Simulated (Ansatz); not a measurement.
## Worked example: BOF + GeH3 → BO + GeH3F

Gas-phase species: BOF `O=BF`, singlet; GeH3 `[GeH3]`, doublet; BO, doublet; GeH3F (fluorogermane) `[F][GeH3]`, singlet. A radical takes F: the energy is the difference in strength between the B–F bond broken and the Ge–F bond made.

Shapes, held fixed at every level: PBE0-D4/def2-TZVP. Programs: Ansatz 0.2.0. The zero-point and thermal change to 298 K, harmonic and unscaled (PBE0-D4/def2-TZVP), is 0.0 kJ/mol.

At CCSD(T)/def2-TZVPP; 1 Eh = 2625.50 kJ/mol:

| species | energy (Eh) |
| --- | --- |
| BOF | -199.750591 |
| GeH3 | -2077.343756 |
| BO | -99.872568 |
| GeH3F | -2177.169981 |

Problem. Work out ΔH(298 K) of the reaction at this level.

Solution. 
1. Products less reactants: (-99.872568) + (-2177.169981) − [(-199.750591) + (-2077.343756)] = 0.051798 Eh = +136.0 kJ/mol.
2. With the thermal change: +136.0 + (0.0) = +136.0 kJ/mol.

Other levels give +127.7 (HF/def2-TZVPP) to +151.1 kJ/mol (B3LYP-D4/def2-TZVPP). No measured value is set beside it here. Spin contamination: BO (⟨S²⟩ up to 0.80). Open shells run unrestricted. Relativity is left out for Ge. Outer-core shells of Ge are correlated, in sets that cover them unevenly.
